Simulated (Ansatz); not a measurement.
Ansatz results at the PBE0-D4/def2-TZVP geometry: LUMO energy (PBE/def2-TZVPP) -0.98 eV; HOMO energy (PBE0/def2-TZVPP) -8.07 eV; HOMO–LUMO gap (ωB97M-V/def2-TZVPP) 12.17 eV.

Each molecule was computed in one conformer, which needn't be the lowest.

(1) Which molecule gave them?
A. `F[SiH2]C1CO1`
B. `C[B]1[CH2][Al]1[Cl]`
C. `C=C(F)[SiH2]O`
D. `F[C@H]1O[C@H]1[SiH3]`

Answers

(1) A. The others give `C[B]1[CH2][Al]1[Cl]`: -2.22, -6.94, 9.27; `F[C@H]1O[C@H]1[SiH3]`: -0.31, -8.40, 12.95; `C=C(F)[SiH2]O`: -1.35, -7.78, 11.60.
